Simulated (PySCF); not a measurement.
## Field gradients at the hydrogen positions

Compound: C3H9F3Si2.
SMILES with atom numbers: `[CH3:1][CH2:2][SiH2:3][SiH2:4][C:5]([F:6])([F:7])[F:8]` (hydrogens: H9, H10, H11 on C1; H12, H13 on C2; H14, H15 on Si3; H16, H17 on Si4)

Geometry (GFN2-xTB, Å), atoms numbered from 1 in this order:
```
atom  x, y, z in Å
C1    -2.5177    0.4440    0.5230
C2    -1.7240   -0.8556    0.4499
Si3   -0.2755   -0.7692   -0.7889
Si4    1.1732    0.9137   -0.1015
C5     2.9513    0.1201   -0.1575
F6     3.9393    0.9518    0.2216
F7     3.0482   -0.9651    0.6441
F8     3.2791   -0.3099   -1.3976
H9    -2.9584    0.6770   -0.4434
H10   -1.8794    1.2771    0.8134
H11   -3.3232    0.3653    1.2509
H12   -2.3995   -1.6645    0.1695
H13   -1.3488   -1.1021    1.4450
H14   -0.8248   -0.4711   -2.1218
H15    0.3701   -2.0869   -0.8545
H16    1.1267    1.3912    1.2859
H17    1.3564    2.0963   -0.9480
```

Level: PBE0/pcSseg-1 (PySCF, non-relativistic); Q(2H) = 0.00286 b; rigid geometry, the same for H and D, with no vibrational averaging.

Task: Tabulate Vzz, the asymmetry η and χzz = 234.96 MHz × Q × Vzz for every hydrogen position.

Result: 
```tsv
atom	bonded to	bond length (Å)	Vzz (au)	η	χzz (kHz)
H9	C1	1.087	0.3138	0.02	211
H10	C1	1.089	0.3131	0.03	210
H11	C1	1.088	0.3137	0.02	211
H12	C2	1.091	0.3126	0.02	210
H13	C2	1.092	0.3099	0.02	208
H14	Si3	1.472	0.1575	0.01	106
H15	Si3	1.469	0.1590	0.01	107
H16	Si4	1.468	0.1590	0.03	107
H17	Si4	1.466	0.1605	0.02	108
```

Task: Average by the element that carries the hydrogen.

Result: on C: 210 kHz over 5 positions, mean bond length 1.089 Å; on Si: 107 kHz over 4 positions, mean bond length 1.469 Å.

Isolated species at its GFN2-xTB geometry (one conformer only). GFN2-xTB bond lengths can be off by several hundredths of an ångström, more for odd bonds, and the gradients follow them. With so small a basis the couplings can be 20 % off.
